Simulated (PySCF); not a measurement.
Gas-phase reaction: SnI₄ + 4 F = SnF₄ + 2 I₂, at 1600 K and a standard pressure of 1 bar. Level: PBE0/def2-QZVP†.

Computed with PySCF and rigid-rotor harmonic-oscillator thermochemistry at 1 bar. † marks an energy on the PBE0/def2-TZVP geometry and frequencies. Open shells (unrestricted): F (multiplicity 2, electronic degeneracy 6); the rest are closed-shell singlets. Spin-orbit splitting is ignored; it lowers the true energy and changes the entropy of F. I, Sn: scalar-relativistic def2 core potential, no spin-orbit coupling. The harmonic model lacks anharmonicity and excited electronic states, which grow with temperature; levels with a mode under 35 cm⁻¹ are left out. Soft modes under 120 cm⁻¹ make the harmonic entropy rough for SnI₄.

| species | E (Ha) | H(1600 K) − E (kJ/mol) | S°(1600 K) (J/mol/K) |
|---|---|---|---|
| SnI₄ | -1405.40153 | 173.1 | 628.0 |
| F | -99.68127 | 33.3 | 195.4 |
| SnF₄ | -613.62382 | 174.7 | 493.6 |
| I₂ | -595.46399 | 59.9 | 322.5 |
E: electronic energy; H − E holds the zero-point and thermal terms. 1 Ha = 2625.5 kJ/mol.

Q: Work out ΔH°, ΔS°, ΔG° and log10 K from these numbers.

A: 1. ΔE = 1×(-613.62382) + 2×(-595.46399) − 1×(-1405.40153) − 4×(-99.68127) = -0.42519 Ha = -1116.3 kJ.
2. Δ(H − E) = 1×(174.7) + 2×(59.9) − 1×(173.1) − 4×(33.3) = -11.8 kJ, so ΔH° = -1128.1 kJ.
3. ΔS° = 1×(493.6) + 2×(322.5) − 1×(628.0) − 4×(195.4) = -271.0 J/K; the number of gas molecules changes by -2.
4. ΔG° = ΔH° − TΔS° = -1128.1 − 1600×(-271.0)/1000 = -694.5 kJ.
5. log10 K = −ΔG°/(RT ln 10) = 22.67, with RT ln 10 = 30.63 kJ/mol; at standard pressures the products are favoured.
6. A shift of 10 kJ in ΔE would move log10 K by 0.33 here.
For scale, ΔH°(298 K) is -1111 kJ at this level, -1128 kJ at ωB97M-V/def2-TZVP†, and runs from -1430 to -613 kJ over the 17 levels computed.
